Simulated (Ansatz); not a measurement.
Cost and result for the atomization energy of `C=C[SiH2]BC` (14 atoms, 13 bonds).

```xyz
14

C     0.711   -1.680    1.870
C     1.013   -0.755    0.963
Si    0.443   -0.818   -0.812
B    -0.721    0.734   -1.371
C    -0.973    1.995   -0.504
H     0.123   -2.558    1.616
H     1.038   -1.608    2.904
H     1.608    0.098    1.288
H     1.635   -0.785   -1.719
H    -0.244   -2.125   -1.028
H    -1.285    0.648   -2.429
H    -1.926    1.753    0.003
H    -1.172    2.908   -1.070
H    -0.252    2.191    0.291
```

The species carries charge 0 and has multiplicity 1. The structure was optimised at the PBE0-D4/def2-TZVP level. It is one conformer, not always the lowest. Program: Ansatz. All runs use 4 threads of an Arm Neoverse V2 on a shared host. Times are those of one run each, without the atoms' runs, and a repeat can differ threefold. Electronic energies, without spin–orbit coupling; frozen cores. CCSD(T)/CBS adds CCSD(T) − MP2 in def2-TZVPP to the MP2 limit, and its time is that of the two runs behind it. T1 = 0.012. B3LYP takes the VWN-RPA correlation (the form of Gaussian; ORCA's B3LYP/G). HSE06 is the plane-wave form, built on full-range PBE exchange.

CCSD(T)/CBS is a level of theory with its own doubt, some kJ/mol a heavy atom from the limit and from the frozen cores, so smaller differences don't rank the functionals.

```json
{"level": "BLYP-D4/def2-TZVPP", "functions": "292", "wall time": "2.7 s"}
{"level": "PBE-D4/def2-TZVPP (with forces)", "functions": "292", "wall time": "3.1 s"}
{"level": "PBE0-D4/def2-TZVPP", "functions": "292", "wall time": "3.9 s"}
{"level": "BHLYP-D4/def2-TZVPP", "functions": "292", "wall time": "3.9 s"}
{"level": "HSE06-D4/def2-TZVPP", "functions": "292", "wall time": "4.2 s"}
{"level": "r2SCAN-D4/def2-TZVPP (with forces)", "functions": "292", "wall time": "6.5 s"}
{"level": "B3LYP-D4/def2-TZVPP (with forces)", "functions": "292", "wall time": "6.5 s"}
{"level": "B2PLYP/def2-TZVPP", "functions": "292", "wall time": "8 s"}
{"level": "CCSD(T)/def2-SVP", "functions": "119", "wall time": "8 s"}
{"level": "ωB97X-V/def2-TZVPP", "functions": "292", "wall time": "10 s"}
{"level": "MP2/def2-QZVPP", "functions": "568", "wall time": "37 s"}
{"level": "CCSD(T)/def2-TZVPP", "functions": "292", "wall time": "4.3 min"}
{"level": "CCSD(T)/CBS(def2)", "functions": "–", "wall time": "4.9 min"}
```

(1) What atomization energy does each give, and how far from CCSD(T)/CBS? (An estimate is asked.)

## Answers

(1) The calculation gave: 
| level | atomization (kcal/mol) | difference from CCSD(T)/CBS | per bond |
| --- | --- | --- | --- |
| BLYP-D4/def2-TZVPP | 1240.3 | -1.7 | -0.1 |
| PBE-D4/def2-TZVPP (with forces) | 1261.7 | 19.7 | 1.5 |
| PBE0-D4/def2-TZVPP | 1250.2 | 8.2 | 0.6 |
| BHLYP-D4/def2-TZVPP | 1225.9 | -16.1 | -1.2 |
| HSE06-D4/def2-TZVPP | 1250.9 | 8.9 | 0.7 |
| r2SCAN-D4/def2-TZVPP (with forces) | 1250.0 | 8.0 | 0.6 |
| B3LYP-D4/def2-TZVPP (with forces) | 1248.9 | 6.9 | 0.5 |
| B2PLYP/def2-TZVPP | 1233.9 | -8.1 | -0.6 |
| CCSD(T)/def2-SVP | 1189.1 | -52.9 | -4.1 |
| ωB97X-V/def2-TZVPP | 1247.8 | 5.8 | 0.4 |
| MP2/def2-QZVPP | 1239.2 | -2.8 | -0.2 |
| CCSD(T)/def2-TZVPP | 1215.6 | -26.4 | -2.0 |
| CCSD(T)/CBS(def2) | 1242.0 | 0.0 | 0.0 |

The D4 term adds +10.2 kcal/mol with B3LYP and +5.4 kcal/mol with PBE0; it sums over pairs of atoms, weighted by their polarisabilities, and B3LYP, whose exchange is more repulsive, gets the larger term. Leaving LDA and LC-ωPBE aside and taking each functional with its dispersion term where it has one, the values spread over 35.8 kcal/mol, from BHLYP-D4 to PBE-D4. LDA lies +141.4 kcal/mol from PBE without D4, its usual overbinding. From PBE to PBE0 (25 % exact exchange), in def2-TZVPP and without D4, the atomization energy moves by −10.6 kcal/mol: exact exchange takes away binding that semilocal exchange gives to molecules.
